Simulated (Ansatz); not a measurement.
`[SiH3][In]([Cl])[Cl]` and `C#[C][In]([Cl])[Cl]` differ in one atom or group.

Ansatz, PBE0-D4/def2-TZVP geometries, multiplicity 1. 

Elements past krypton have def2 core potentials.

| property | `[SiH3][In]([Cl])[Cl]` |
| --- | --- |
| size of the dipole moment (ωB97M-V/def2-TZVPP) / D | 3.87 |
| LUMO energy (B3LYP/def2-TZVPP) / eV | -2.38 |
| LUMO energy (PBE0/def2-TZVPP) / eV | -2.16 |
| LUMO energy (ωB97M-V/def2-TZVPP) / eV | -0.52 |
| HOMO–LUMO gap (B3LYP/def2-TZVPP) / eV | 5.68 |
| size of the dipole moment (PBE/def2-TZVPP) / D | 3.71 |

Task: What does the change do to each property? (Estimate.)

Result: Computed: 
```json
{"property": "size of the dipole moment (ωB97M-V/def2-TZVPP) / D", "`C#[C][In]([Cl])[Cl]`": "2.67", "shift": "-1.20"}
{"property": "LUMO energy (B3LYP/def2-TZVPP) / eV", "`C#[C][In]([Cl])[Cl]`": "-2.32", "shift": "0.06"}
{"property": "LUMO energy (PBE0/def2-TZVPP) / eV", "`C#[C][In]([Cl])[Cl]`": "-2.06", "shift": "0.10"}
{"property": "LUMO energy (ωB97M-V/def2-TZVPP) / eV", "`C#[C][In]([Cl])[Cl]`": "-0.37", "shift": "0.15"}
{"property": "HOMO–LUMO gap (B3LYP/def2-TZVPP) / eV", "`C#[C][In]([Cl])[Cl]`": "6.25", "shift": "0.57"}
{"property": "size of the dipole moment (PBE/def2-TZVPP) / D", "`C#[C][In]([Cl])[Cl]`": "2.55", "shift": "-1.16"}
```

With PBE0 the HOMO falls by 0.54 eV and the LUMO rises by 0.10 eV, so the gap widens by about 0.64 eV. PBE moves the HOMO by -0.47 eV and ωB97M-V by -0.80 eV. Dipoles are sizes alone; their direction can turn.

B3LYP here is the variant with VWN-RPA as its local correlation; programs differ in this.
